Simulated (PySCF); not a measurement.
Vertical excitations of a molecule C10H10 from TDDFT-PBE/def2-SVP in PySCF, as energy in eV (oscillator strength): 2.88 (0.000), 2.88 (0.000), 4.25 (0.014), 4.25 (0.014), 4.74 (0.000), 4.74 (0.000), 5.09 (0.000), 5.09 (0.000), 5.43 (0.555), 5.43 (0.555). Lowest triplet (TDA): 1.91 eV. The structure is a stationary point at PBE0-D3(BJ)/def2-SVP. One conformer was computed; it need not be the lowest.

Task: Which structure fits?
(A) C=C/C=C/c1ccccc1
(B) C=C1C(=C)C(=C)C(=C)C1=C
(C) CCC#Cc1ccccc1
(D) C#Cc1cccc(C)c1C

Result: B, C=C1C(=C)C(=C)C(=C)C1=C
